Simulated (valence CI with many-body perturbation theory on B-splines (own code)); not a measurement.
E1 transitions of In16+

Method: relativistic CI+MBPT: five valence electrons over a frozen Dirac-Fock core [Ar] 3d10, a basis of 9 s, 9 p, 8 d, 6 f, 3 g, 1 h functions for each j, with the one-electron correlation potential Σ1 (screened to all orders), the two-electron term Σ2, the three-electron term Σ3, Breit, model QED; selected single and double excitations, second order for the rest (own B-spline code, finite nucleus).

No measured levels were compared; by estimate levels hold to about 250 cm⁻¹ or 0.2 % of their energy and the worst to 1 %, as in measured heavy ions of charge 2 to 7; those with d or f electrons hold less well. Among the levels kept, up to 310 cm⁻¹ of a level comes from second order outside the variational space, and about a tenth of that is noise between levels of different J, which matters for small intervals.

Lines 1 to 50 of 180 in falling wavelength, among levels below 924360 cm⁻¹, chosen from the strongest by gf and those to the six lowest levels. Wavelengths and rates use the calculated energies, so an error of 1000 cm⁻¹ moves a line at 51.07 nm by 0.51 % and its rate by three times that or more. Electric multipoles are in the length gauge, E1 and E2 with the static RPA response of the core. Weak lines are less certain than strong ones. Lines between different terms over intervals too small for the method are left out, as are lines whose strength nearly cancels. The highest levels of a list are the least certain.

Names give the largest LS component (configuration and term), which can be under half, so a name can repeat, a term be missing and a line seem to break the LS rules; names also repeat where a configuration has a term twice. Letters in brackets count levels of one name in rising energy.

| λ vac (nm) | Upper | Lower | A (s⁻¹) | log gf | Branch % |
| --- | --- | --- | --- | --- | --- |
| 51.07 | 4p⁵ ²P°_3/2 | 4s²4p²4d ²P_3/2 [a] | 8.19e+07 | -1.89 | 0.3 |
| 49.37 | 4p⁵ ²P°_1/2 | 4s²4p²4d ²P_1/2 [a] | 6.03e+07 | -2.36 | 0.2 |
| 48.75 | 4s4p³4d ⁶D°_5/2 | 4s²4p²4d ⁴P_3/2 | 5.29e+07 | -1.95 | 2.3 |
| 46.96 | 4s4p³4d ⁶D°_7/2 | 4s²4p²4d ⁴P_5/2 | 1.04e+08 | -1.56 | 8.8 |
| 46.72 | 4s4p⁴ ⁴P_5/2 | 4s²4p³ ²P°_3/2 | 8.11e+06 | -2.80 | 0.1 |
| 43.17 | 4p⁵ ²P°_3/2 | 4s²4p²4d ⁴D_1/2 | 4.31e+07 | -2.32 | 0.1 |
| 42.99 | 4p⁵ ²P°_3/2 | 4s²4p²4d ⁴D_3/2 | 5.85e+07 | -2.19 | 0.2 |
| 40.01 | 4s4p³4d ⁶D°_5/2 | 4s²4p²4d ⁴D_5/2 | 3.58e+07 | -2.29 | 1.6 |
| 39.68 | 4s4p³4d ⁶D°_7/2 | 4s²4p²4d ⁴D_5/2 | 2.34e+07 | -2.35 | 2.0 |
| 39.44 | 4p⁵ ²P°_3/2 | 4s4p⁴ ²S_1/2 [b] | 6.85e+07 | -2.19 | 0.2 |
| 39.35 | 4s4p⁴ ⁴P_3/2 | 4s²4p³ ²P°_3/2 | 1.88e+08 | -1.76 | 1.7 |
| 38.58 | 4s4p³4d ⁶D°_7/2 | 4s²4p²4d ⁴F_9/2 | 2.64e+07 | -2.33 | 2.2 |
| 38.51 | 4s4p⁴ ⁴P_1/2 | 4s²4p³ ²P°_3/2 | 7.45e+07 | -2.48 | 0.7 |
| 37.52 | 4s4p³4d ⁶D°_9/2 | 4s²4p²4d ⁴F_9/2 | 2.87e+08 | -1.22 | 41.4 |
| 37.01 | 4s4p³4d ⁶D°_1/2 | 4s²4p²4d ⁴D_1/2 | 1.63e+08 | -2.17 | 9.8 |
| 36.88 | 4s4p³4d ⁶D°_1/2 | 4s²4p²4d ⁴D_3/2 | 1.61e+08 | -2.18 | 9.6 |
| 36.86 | 4s4p³4d ⁶D°_5/2 | 4s²4p²4d ²F_7/2 [a] | 5.47e+07 | -2.18 | 2.4 |
| 36.65 | 4s4p³4d ⁶D°_3/2 | 4s²4p²4d ⁴D_3/2 | 2.17e+08 | -1.76 | 7.2 |
| 36.58 | 4s4p³4d ⁶D°_7/2 | 4s²4p²4d ²F_7/2 [a] | 4.56e+07 | -2.14 | 3.9 |
| 36.57 | 4s4p³4d ⁶D°_5/2 | 4s²4p²4d ⁴D_3/2 | 6.65e+07 | -2.10 | 2.9 |
| 35.78 | 4s4p³4d ⁶D°_7/2 | 4s²4p²4d ⁴F_7/2 | 2.93e+08 | -1.35 | 24.7 |
| 35.63 | 4s4p³4d ⁶D°_9/2 | 4s²4p²4d ²F_7/2 [a] | 1.35e+08 | -1.59 | 19.5 |
| 35.00 | 4s4p³4d ⁶D°_3/2 | 4s²4p²4d ²F_5/2 | 1.00e+08 | -2.13 | 3.3 |
| 34.93 | 4s4p³4d ⁶D°_5/2 | 4s²4p²4d ²F_5/2 | 2.14e+08 | -1.63 | 9.4 |
| 34.86 | 4s4p³4d ⁶D°_9/2 | 4s²4p²4d ⁴F_7/2 | 2.59e+08 | -1.33 | 37.4 |
| 34.68 | 4s4p³4d ⁶D°_7/2 | 4s²4p²4d ²F_5/2 | 4.29e+07 | -2.21 | 3.6 |
| 34.25 | 4p⁵ ²P°_3/2 | 4s²4p²4d ⁴F_3/2 | 4.14e+08 | -1.54 | 1.4 |
| 34.23 | 4s4p³4d ⁶D°_1/2 | 4s4p⁴ ²S_1/2 [b] | 1.91e+08 | -2.17 | 11.4 |
| 33.65 | 4s4p⁴ ⁴P_5/2 | 4s²4p³ ²D°_5/2 | 6.06e+08 | -1.21 | 10.5 |
| 33.49 | 4p⁵ ²P°_1/2 | 4s²4p²4d ⁴D_1/2 | 1.48e+09 | -1.30 | 5.2 |
| 33.38 | 4p⁵ ²P°_1/2 | 4s²4p²4d ⁴D_3/2 | 1.67e+08 | -2.25 | 0.6 |
| 32.88 | 4s4p⁴ ²D_3/2 | 4s²4p³ ²P°_3/2 | 6.02e+06 | -3.41 | 0.0 |
| 32.31 | 4s4p⁴ ⁴P_3/2 | 4s²4p³ ²P°_1/2 | 1.75e+07 | -2.96 | 0.2 |
| 31.83 | 4s4p³4d ⁶D°_5/2 | 4s²4p²4d ⁴F_5/2 | 1.27e+08 | -1.94 | 5.6 |
| 31.74 | 4s4p⁴ ⁴P_1/2 | 4s²4p³ ²P°_1/2 | 1.20e+09 | -1.44 | 10.6 |
| 31.68 | 4p⁵ ²P°_3/2 | 4s4p⁴ ²P_3/2 | 4.80e+09 | -0.54 | 16.4 |
| 31.63 | 4s4p⁴ ⁴P_5/2 | 4s²4p³ ²D°_3/2 | 1.46e+09 | -0.88 | 25.4 |
| 31.62 | 4s4p³4d ⁶D°_7/2 | 4s²4p²4d ⁴F_5/2 | 1.31e+08 | -1.80 | 11.1 |
| 31.20 | 4p⁵ ²P°_1/2 | 4s4p⁴ ²S_1/2 [b] | 4.62e+09 | -0.87 | 16.3 |
| 30.99 | 4s4p⁴ ²D_5/2 | 4s²4p³ ²P°_3/2 | 2.14e+09 | -0.73 | 17.7 |
| 30.82 | 4p⁵ ²P°_3/2 | 4s4p⁴ ²S_1/2 [a] | 2.34e+09 | -0.87 | 8.0 |
| 30.05 | 4s4p³4d ⁶D°_5/2 | 4s²4p²4d ⁴F_3/2 | 6.43e+07 | -2.28 | 2.8 |
| 29.65 | 4s4p⁴ ⁴P_3/2 | 4s²4p³ ²D°_5/2 | 6.95e+08 | -1.44 | 6.2 |
| 28.07 | 4s4p⁴ ⁴P_3/2 | 4s²4p³ ²D°_3/2 | 2.43e+07 | -2.94 | 0.2 |
| 27.86 | 4p⁵ ²P°_1/2 | 4s²4p²4d ⁴F_3/2 | 2.49e+08 | -2.24 | 0.9 |
| 27.81 | 4s4p⁴ ²D_3/2 | 4s²4p³ ²P°_1/2 | 4.36e+08 | -1.69 | 2.6 |
| 27.68 | 4s4p⁴ ²S_1/2 [a] | 4s²4p³ ²P°_3/2 | 2.93e+08 | -2.17 | 0.7 |
| 27.64 | 4s4p⁴ ⁴P_1/2 | 4s²4p³ ²D°_3/2 | 3.85e+08 | -2.05 | 3.4 |
| 27.55 | 4p⁵ ²P°_3/2 | 4s4p⁴ ²D_5/2 | 1.07e+10 | -0.31 | 36.7 |
| 27.03 | 4s4p⁴ ²P_3/2 | 4s²4p³ ²P°_3/2 | 2.50e+09 | -0.96 | 6.9 |
